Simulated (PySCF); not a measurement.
# Telling isomers of C₆H₁₂O₂Si₂ apart by NMR

- shielding tensors at PBE0/pcSseg-1 (GIAO)
- GFN2-xTB geometry
- program: PySCF
- non-relativistic Hamiltonian, one conformer, no solvent, averaged over atoms made equivalent by symmetry, fast rotation or ring inversion

References, each an isolated molecule treated in the same way: 1H, 13C vs TMS. Where no couplings were computed, multiplicities follow the n + 1 count of equivalent neighbours, and m marks all less simple cases (inequivalent or close neighbours, rings, F or P nearby). Shifts are as computed. Against solution values, carbons near 30 ppm lie about +3 ppm off and those near 130 ppm about +5 ppm. Of 1309 compounds with measured shifts, 239 miss one by over three times the rms of a fit or turn the order of signals round; such compounds aren't used in these exercises.

(1) Tabulate the signals of `CC[SiH2]C#C[SiH2]C(=O)OC`, `C=C(C)[Si@H]1[SiH2]OC=C1OC`, `O=C1CC(/C([SiH3])=C\O[SiH3])C1` and their relative energies.

(2) What is the quickest way to tell C=C(C)[Si@H]1[SiH2]OC=C1OC from O=C1CC(/C([SiH3])=C\O[SiH3])C1?

(3) What is the quickest way to tell CC[SiH2]C#C[SiH2]C(=O)OC from C=C(C)[Si@H]1[SiH2]OC=C1OC?

(4) What is the quickest way to tell CC[SiH2]C#C[SiH2]C(=O)OC from O=C1CC(/C([SiH3])=C\O[SiH3])C1?

## Answers

(1) 
```json
{"SMILES": "CC[SiH2]C#C[SiH2]C(=O)OC", "carbon types": "3×C 1×CH2 2×CH3", "δC": "185.6, 121.0, 111.8, 51.8, 11.3, 8.3", "δH": "4.56 (s, 2H), 4.38 (t, 2H), 3.99 (s, 3H), 1.24 (t, 3H), 0.86 (m, 2H)", "E rel. (kcal/mol)": "5.4"}
{"SMILES": "C=C(C)[Si@H]1[SiH2]OC=C1OC", "carbon types": "2×C 1×CH 1×CH2 2×CH3", "δC": "155.0, 150.2, 141.9, 136.3, 57.7, 27.2", "δH": "6.44 (s, 1H), 6.14 (br s, 1H), 5.78 (br s, 1H), 5.35 (m, 1H), 5.20 (m, 1H), 5.05 (m, 1H), 3.62 (s, 3H), 2.11 (s, 3H)", "E rel. (kcal/mol)": "0.0"}
{"SMILES": "O=C1CC(/C([SiH3])=C\\O[SiH3])C1", "carbon types": "2×C 2×CH 2×CH2", "δC": "213.8, 152.2, 121.4, 54.9, 20.9", "δH": "6.41 (s, 1H), 5.08 (s, 3H), 4.17 (s, 3H), 4.03 (m, 1H), 3.42 (m, 2H), 2.83 (m, 2H)", "E rel. (kcal/mol)": "3.6"}
```

Energies are electronic energies at PBE0/pcSseg-1 on these geometries, without zero-point or thermal terms, each for the one conformer computed, which needn't be the lowest.

(2) Count the carbon signals: 6 against 5. The first has a terminal =CH2 carbon at 136.3 ppm, the second an sp3 CH2 α to a carbonyl at 54.9 ppm. Their most deshielded carbons lie at 155.0 and 213.8 ppm.

(3) Both give the same number of carbon signals, but DEPT or the intensities differ. The first has an sp3 CH2 bonded to Si at 8.3 ppm, the second an alkene carbon bearing oxygen (CH) at 141.9 ppm. Their most deshielded carbons lie at 185.6 and 155.0 ppm. In the proton spectra the most deshielded non-exchanging signals are 4.56 (s, 2H) and 6.44 (s, 1H).

(4) Count the carbon signals: 6 against 5. The first has a methyl carbon bonded to O (CH3) at 51.8 ppm, the second an alkene carbon bearing oxygen (CH) at 152.2 ppm. Their most deshielded carbons lie at 185.6 and 213.8 ppm. In the proton spectra the most deshielded non-exchanging signals are 4.56 (s, 2H) and 6.41 (s, 1H).
